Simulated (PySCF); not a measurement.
## Dipole response of Pb⁻ (lead, charge -1)

[Xe] 4f14 5d10 6s2 6p3, high-spin 4S determinant. Calculation: PySCF 2.14, in aug-cc-pwCVTZ-DK3 with one added diffuse shell each of s, d, f type (12s10p9d6f1g, 138 functions); scalar relativity by spin-free X2C-1e. Coupled (time-dependent) response in atomic units; α is the mean over directions.

```csv
method,mean α (bohr³),C₆ (like pair),S(−4)
UHF,224.1,4007,33090
```

S(−4) is the Cauchy moment in α(ω) = α(0) + S(−4) ω² + …

α(iu) at UHF:

```tsv
u (hartree)	α(iu) (bohr³)
0	224.1
0.0500	170.2
0.100	112.3
0.200	58.63
0.300	36.54
0.500	18.87
0.750	10.97
1.00	7.490
1.50	4.402
2.00	2.998
3.00	1.687
5.00	0.7563
```

For an ion, C₆ is the dispersion term alone; charge-induced terms of lower order in 1/R come first.

Spin-orbit coupling, which splits the p, d and f shells strongly at this Z, is absent. Spin-orbit coupling is strong in this species (close to jj coupling), so the high-spin LS determinant is a model state, not a physical level.
